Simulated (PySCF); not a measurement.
## Correlation energy of Sr (strontium, neutral)

[Kr] 5s2, closed-shell 1S. Calculation: PySCF 2.14, in dyall-av2z (22s16p11d, 125 functions); no relativity, point nucleus. Frozen: [Kr]; 2 electrons correlated; the 50 highest virtual orbitals of each spin left out.

With two correlated electrons CCSD is exact within the correlated space (frozen core and kept virtual orbitals).

```
level  correlation energy (mhartree)
 CCSD                         -26.32
```

Diagnostics: T1 = 0.018, D1 = 0.0254, largest double amplitude 0.085.

A non-relativistic calculation at this Z misses sizeable relativistic shifts.

Cost of the coupled-cluster step: about 2 core-seconds, for 2 correlated electrons.

Iterations:

```
CC2 = 0
CCSD nocc = 1, nmo = 57
frozen orbitals [0, 1, 2, 3, 4, 5, 6, 7, 8, 9, 10, 11, 12, 13, 14, 15, 16, 17, 75, 76, 77, 78, 79, 80, 81, 82, 83, 84, 85, 86, 87, 88, 89, 90, 91, 92, 93, 94, 95, 96, 97, 98, 99, 100, 101, 102, 103, 104, 105, 106, 107, 108, 109, 110, 111, 112, 113, 114, 115, 116, 117, 118, 119, 120, 121, 122, 123, 124]
max_cycle = 100
direct = 0
conv_tol = 1e-08
conv_tol_normt = 1e-06
diis_space = 8
diis_start_cycle = 0
Init t2, MP2 energy = -3131.55609289147  E_corr(MP2) -0.0178281904479624
Init E_corr(CCSD) = -0.0178281904595083
cycle = 1  E_corr(CCSD) = -0.0226986033880498  dE = -0.00487041293  norm(t1,t2) = 0.054605
cycle = 2  E_corr(CCSD) = -0.0245784836032824  dE = -0.00187988022  norm(t1,t2) = 0.0256086
cycle = 3  E_corr(CCSD) = -0.0262517861651379  dE = -0.00167330256  norm(t1,t2) = 0.0137291
cycle = 4  E_corr(CCSD) = -0.0262987635953261  dE = -4.69774302e-05  norm(t1,t2) = 0.00344309
cycle = 5  E_corr(CCSD) = -0.0263287418715916  dE = -2.99782763e-05  norm(t1,t2) = 0.000849278
cycle = 6  E_corr(CCSD) = -0.0263152756408567  dE = 1.34662307e-05  norm(t1,t2) = 0.000160678
cycle = 7  E_corr(CCSD) = -0.0263184926049063  dE = -3.21696405e-06  norm(t1,t2) = 3.6035e-05
cycle = 8  E_corr(CCSD) = -0.0263187770968216  dE = -2.84491915e-07  norm(t1,t2) = 5.57534e-06
cycle = 9  E_corr(CCSD) = -0.0263185481925308  dE = 2.28904291e-07  norm(t1,t2) = 1.56962e-06
cycle = 10  E_corr(CCSD) = -0.0263186006156116  dE = -5.24230808e-08  norm(t1,t2) = 4.77067e-07
cycle = 11  E_corr(CCSD) = -0.0263185971201377  dE = 3.4954739e-09  norm(t1,t2) = 7.37188e-08
CCSD converged
E(CCSD) = -3131.564583298139  E_corr = -0.02631859712013773
```
